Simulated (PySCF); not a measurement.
A species of formula C5H14GeO has this rotational fingerprint, computed with PBE0-D3(BJ)/def2-SVP geometry optimisation, gas phase in PySCF:

| Property | Result |
| --- | --- |
| Rotational constants | A = 4490, B = 596.7, C = 577.5 MHz |
| Dipole components | \|μa\| = 0.71 D, \|μb\| = 0.08 D, \|μc\| = 0.78 D |
| Inertial defect | -84.50 u·Å² |
| κ | -0.99 |

Question: Which structure is it? (One computed conformer of each.)
A. `[CH3:1][CH2:2][CH2:3][C@@H:4]([CH3:5])[O:6][GeH3:7]` with C1–C2–C3–C4 174°, C2–C3–C4–C5 63°, C3–C4–O6–Ge7 75°
B. `[CH3:1][CH:2]([CH3:3])[C@@H:4]([CH3:5])[O:6][GeH3:7]` with C1–C2–C4–C5 -178°, C2–C4–O6–Ge7 149°
C. `[GeH2]([CH3])[O]C(C)(C)C` (GeH2Me(OtBu))
D. `[CH3:1][CH:2]([CH3:3])[CH2:4][CH2:5][O:6][GeH3:7]` with C1–C2–C4–C5 60°, C2–C4–C5–O6 57°, C4–C5–O6–Ge7 -175°
E. `[CH3:1][CH2:2][CH2:3][Ge@H:4]([CH3:5])[O:6][CH3:7]` with C1–C2–C3–Ge4 178°, C2–C3–Ge4–C5 57°, C3–Ge4–O6–C7 -60°
F. `[CH3:1][C:2]([CH3:3])([CH3:4])[CH2:5][O:6][GeH3:7]` with C2–C5–O6–Ge7 179°

Answer: D. It is CC(C)CC[O][GeH3], a near-prolate asymmetric top, point group C1. The candidates at the same level (rigid rotor, commonest isotopes):

```
                        SMILES  A (MHz)  B (MHz)  C (MHz)  μa (D)  μb (D)  μc (D)  Δ (u·Å²)  point group                        rotor
       CC(C)[C@@H](C)[O][GeH3]     3410    819.1    700.5    0.27    0.47    0.84    -43.70           C1  near-prolate asymmetric top
              CC(C)CC[O][GeH3]     4490    596.7    577.5    0.71    0.08    0.78    -84.50           C1  near-prolate asymmetric top
            CC(C)(C)C[O][GeH3]     4105    674.9    672.2    0.63    0.88    0.00   -120.17           Cs                            –
      CC[CH2][Ge@H]([CH3])[O]C     2219     1181    907.9    1.00    0.48    0.77    -98.93           C1               asymmetric top
         CCC[C@@H](C)[O][GeH3]     2806    736.8    609.1    0.40    0.76    0.74    -36.27           C1               asymmetric top
[H][Ge]([H])([CH3])[O]C(C)(C)C     3441    968.0    921.6    0.28    0.53    0.02   -120.58      near Cs  near-prolate asymmetric top
```

`CC[CH2][Ge@H]([CH3])[O]C` has B 98 % too high; `[H][Ge]([H])([CH3])[O]C(C)(C)C` has B 62 % too high; `CC(C)[C@@H](C)[O][GeH3]` has B 37 % too high; `CC(C)(C)C[O][GeH3]` has C 16 % too high; `CCC[C@@H](C)[O][GeH3]` has A 38 % too low. No structure here is proved a minimum.
